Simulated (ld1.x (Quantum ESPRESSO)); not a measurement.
# PBE TM dataset for scandium, scalar-relativistic all-electron reference.

```json
{"Element": "scandium", "Generator": "ld1.x (Quantum ESPRESSO) 7.5", "Type": "norm-conserving Troullier–Martins (Kleinman–Bylander form)", "Functional": "PBE", "Relativity": "scalar-relativistic", "Frozen core": "[Ar]", "Valence charge": "3", "Reference configuration": "3d1 4s2 4p0", "Partial waves": "4p (bound, empty): rc 4.05 bohr; 3d (bound): rc 2.55 bohr; 4f channel at 0.05 Ry: rc 3.35 bohr; 4s (bound): rc 2.80 bohr", "Local potential": "the s channel", "Core correction": "a·sin(br)/r model core inside 2.30 bohr"}
```

All-electron outer shells of the reference configuration (PBE, scalar-relativistic, ld1.x):

```
shell  level (eV)  outermost node (bohr)  outermost maximum (bohr)
   3s      -55.04                   0.42                      0.92
   3p      -33.63                   0.39                      0.97
   4s       -4.18                   1.33                      3.14
   3d       -3.23                      –                      1.10
   4p       -1.47                   1.49                      4.03
```

Results:

```
Cutoffs needed      : 35 Ry and 40 Ry (the cutoffs (Ry, on a coarse ladder) from which the occupation-weighted sum of valence levels, in a spherical-Bessel basis at the reference potential, stays within 10 and 1 mRy of its value at 400 Ry)
Ghost test          : no extra level below or beside the all-electron valence levels (p, d, f, s tested) (spherical-Bessel basis up to 400 Ry, 20 bohr box)
Configuration tests : 1 of 7 tests not solved or not reliable
```

Generation and tests took about 1.1 s on one core of a shared server CPU.
